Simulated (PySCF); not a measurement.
Ionisation energy along the 10-electron series

Calculated with PySCF 2.14 and a two-component X2C-1e Hamiltonian (Gaussian nucleus, no Breit or QED terms), each ion in its own even-tempered basis scaled to its charge; GMP2 freezes nothing and drops the highest virtual spinors. Values in eV. NIST values: (m) measured, (s) semi-empirical, (t) theoretical.

| ion | configuration | GHF (spin-free) | GMP2 (spin-free) | GHF (screened spin-orbit) | GMP2 (screened spin-orbit) | NIST |
| --- | --- | --- | --- | --- | --- | --- |
| Sm(52+) | [Ne] | 10692.0 | 10693.6 | 10502.9 | 10504.4 | 10494 ± 4 (t) |
| Gd(54+) | [Ne] | 11500.0 | 11501.5 | 11283.4 | 11284.9 | 11273 ± 5 (t) |

**Question.** Fill in the row of Eu(53+).

**Answer.** configuration: [Ne]; GHF (spin-free): 11092.0; GMP2 (spin-free): 11093.6; GHF (screened spin-orbit): 10889.5; GMP2 (screened spin-orbit): 10891.1; NIST: 10880 ± 5 (t).
